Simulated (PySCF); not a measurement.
# Electron correlation in N(2+) (nitrogen, charge +2)

[He] 2s2 2p1, 2P determinant. Calculation: PySCF 2.14, in dyall-acv3z (15s9p4d2f, 76 functions); scalar relativity by spin-free X2C-1e. Frozen: 1s2; 3 electrons correlated; the 19 highest virtual orbitals of each spin left out.

```
  level  correlation energy (mhartree)
   CCSD                         -85.61
    (T)                          -1.07
CCSD(T)                         -86.68
```

Diagnostics: T1 = 0.0073, D1 = 0.0136, largest double amplitude 0.136.

Problem. Is a single reference adequate?

Solution. Mostly. T1 lies below 0.03, but a double amplitude of this size points to a near-degeneracy that CCSD handles and MP2 describes poorly.
